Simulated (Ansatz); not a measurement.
C$_{2}$H$_{4}$OSi, SMILES `C#C[SiH2]O`, charge 0, multiplicity 1.

Problem. Give a relaxed structure at PBE0-D4/def2-TZVP (the Gaussian-basis code of Ansatz). (Estimate.)

Solution. Computed: 
Cartesian coordinates in Å:
```
C 0.7117 0.9137 -1.8242
C 0.1594 0.4491 -0.8572
Si -0.6674 -0.2771 0.6028
O 0.3936 -0.5130 1.8329
H 1.1965 1.3287 -2.6784
H -1.2951 -1.5477 0.1599
H -1.6886 0.6589 1.1165
H 1.1898 -1.0126 1.6476
```
